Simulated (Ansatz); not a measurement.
Stepwise reaction of `[SiH3][O][In]([Cl])[O][SiH3]` with water, as a gas-phase model of exchange steps in deposition or etching. ΔE in kJ/mol.

Calculated with Ansatz (gas phase, PBE0-D4/def2-TZVP geometries, no zero-point term in ΔE). CCSD(T)/CBS adds triple-zeta CCSD(T) − MP2 to the extrapolated MP2 energy (def2 sets, frozen cores). This one scheme is used for every species. Functionals use def2-TZVPP. B3LYP here is the variant with VWN-RPA as its local correlation; programs differ in this. def2 core potentials past Kr. For In outer-core shells are correlated without core-valence functions, which leaves a few kJ/mol of doubt a bond. One conformer a species, not always the lowest.

```json
{"step": "1", "reaction": "`[SiH3][O][In]([Cl])[O][SiH3]` + H₂O → `[OH][In]([Cl])[O][SiH3]` + `O[SiH3]`", "PBE-D4": "8.8", "B3LYP-D4": "15.2", "ωB97M-V": "13.2", "CCSD(T)/CBS": "19.3"}
{"step": "2", "reaction": "`[OH][In]([Cl])[O][SiH3]` + H₂O → `[OH][In]([OH])[Cl]` + `O[SiH3]`", "PBE-D4": "6.7", "B3LYP-D4": "10.9", "ωB97M-V": "11.5", "CCSD(T)/CBS": "18.3"}
```

(1) By hand: ΔE of the 2 steps together at CCSD(T)/CBS.

Results:

(1) (19.3) + (18.3) = 37.6 kJ/mol, or 18.8 kJ/mol a step.

In ΔE the steps differ by no more than 1.0 kJ/mol. All are uphill at CCSD(T)/CBS. PBE-D4 differs from CCSD(T)/CBS by -11.6 to -10.5 kJ/mol a step. Isolated molecules leave out the surface, adducts and barriers. Largest T1 diagnostic: 0.016.
